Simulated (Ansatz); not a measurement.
Born–Oppenheimer molecular dynamics of AlFH$_{3}$NO (7 atoms, charge 0, multiplicity 1). It starts from a relaxed structure.

The calculation used Ansatz, RKS B3LYP/6-31G*.

```json
{
 "ensemble": "NVE (velocity Verlet)",
 "time step": "0.25 fs",
 "steps asked": "250",
 "starting velocities drawn for": "1500 K",
 "seed": "390129"
}
```

First frame:

```xyz
7
Properties=species:S:1:pos:R:3
Al 0.049 -0.044 -0.092
F -0.084 0.513 1.464
N 1.608 0.012 -0.915
H 1.759 -0.311 -1.862
H 2.465 0.366 -0.512
O -1.312 -0.673 -0.905
H -2.171 -0.710 -0.468
```

What does the run give?

All steps were run.

- steps done: 250
- time covered: 62.5 fs
- mean temperature over the second half: 643 K
- spread of the potential energy over the second half: 24.2 meV per atom
- mean potential energy of the second half above the start: 79.2 meV per atom

The conserved energy stayed within 0.15 meV per atom of its start (net change 0.097 meV per atom), so the integration is sound. Over the second half the temperature averaged 0.43 of the 1500 K drawn at the start: a run that starts near a minimum puts about half its kinetic energy into the potential. A run of 0.062 ps of so small a system gives no equilibrium averages.

What happens to the structure?

The same pairs are bonded in the first frame and the last. Pairs count as bonded within 1.25 times the sum of covalent radii (0.12 Å more for H–H). The details hang on the random start.

How do temperature and energy run in time?


```csv
time (fs),T (K),potential energy less start (eV),conserved less start (meV/atom)
0,1500,0.000,0.00
3,1254,0.159,0.05
6,824,0.438,0.13
9,924,0.372,0.02
12,761,0.478,0.05
15,507,0.642,0.13
18,798,0.454,0.03
21,887,0.397,0.07
24,680,0.531,0.10
27,600,0.582,0.05
30,571,0.601,0.07
33,385,0.721,0.09
36,205,0.838,0.07
39,279,0.790,0.08
42,559,0.609,0.06
45,589,0.590,0.10
48,734,0.495,0.07
51,979,0.337,0.04
54,930,0.369,0.11
57,872,0.406,0.05
60,806,0.449,0.06
```

Time of the run: 9.3 min on 1 thread of Arm Neoverse V1 (shared host), peak memory 0.12 GiB.
